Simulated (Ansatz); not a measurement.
`[CH3][Ti]([CH3])([CH3])[NH2]`. Charge 0, multiplicity 1.

Z-matrix (Å, degrees):
```
C
Ti 1 2.073
H 1 1.097 2 108.8
H 1 1.095 2 111.2 3 119.8
H 1 1.095 2 111.0 3 -119.6
C 2 2.069 1 107.0 3 59.5
C 2 2.069 1 106.7 3 -58.9
N 2 1.878 1 108.7 3 -179.5
H 6 1.096 2 109.6 1 -48.0
H 6 1.096 2 110.0 1 -167.4
H 6 1.096 2 111.5 1 72.0
H 7 1.096 2 110.0 1 169.3
H 7 1.096 2 109.5 1 50.0
H 7 1.095 2 111.6 1 -70.0
H 8 1.011 2 125.3 1 -92.0
H 8 1.011 2 125.1 1 89.0
```

(1) List the harmonic frequencies (cm⁻¹, unscaled) at PBE0-D4/def2-TZVP in Ansatz. (An estimate is asked.)

Answers

(1) Ansatz gave: 31i, 50, 55, 91, 138, 143, 145, 168, 173, 402, 410, 422, 449, 452, 482, 485, 510, 534, 583, 603, 729, 1143, 1144, 1156, 1403, 1407, 1409, 1413, 1414, 1418, 1521, 3014, 3014, 3017, 3106, 3107, 3109, 3110, 3111, 3118, 3552, 3652.
